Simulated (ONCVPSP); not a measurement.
# cobalt (Co): excitation energies, all-electron against ONCV

- Element: cobalt (Co)
- Generator: ONCVPSP 4.0.1
- Type: optimised norm-conserving Vanderbilt (ONCV)
- Functional: PBEsol
- Relativity: scalar-relativistic
- Frozen core: [Ne]
- Valence charge: 17
- Reference configuration: 3s2 3p6 3d7 4s2
- Partial waves: 3s+4s: rc 1.15 bohr, ncon 5, nbas 9, qcut 11.5 1/bohr, 2 projectors; 3p: rc 1.25 bohr, ncon 4, nbas 9, qcut 13.4 1/bohr, 2 projectors, debl 0.6 Ha; 3d: rc 1.35 bohr, ncon 5, nbas 10, qcut 11.9 1/bohr, 2 projectors, debl 1.6 Ha
- Local potential: polynomial inside 1.00 bohr (lpopt 5, dvloc0 2 Ha)
- Core correction: polynomial model core, fcfact 0.6

In the p channel the program set the typed energies aside and used -2.407, 0.250 Ha.

Energies are relative to the spin-unpolarised reference configuration 3s2 3p6 3d7 4s2; without spin polarisation the order of configurations can differ from experiment.

| valence configuration | charge | ΔE all-electron (eV) | error AE − PS (meV) |
| --- | --- | --- | --- |
| 3s2 3p6 3d7 4s1 | +1 | 9.046 | +0.1 |
| 3s2 3p6 3d6 4s0 | +3 | 61.581 | +3.7 |
| 3s2 3p6 3d7.5 4s1.5 | 0 | -0.965 | +2.3 |

Q: What are ΔE and the potential's error for 3s2 3p6 3d7 4s0?

A: ΔE = 25.744 eV all-electron; the error (AE − PS) is +2.6 meV.

Levels in the configuration 3s2 3p6 3d7 4s1:

```tsv
level	all-electron (eV)	pseudo (eV)
3s	-110.964	-110.963
3p	-74.350	-74.347
3d	-16.989	-16.995
4s	-12.759	-12.757
```
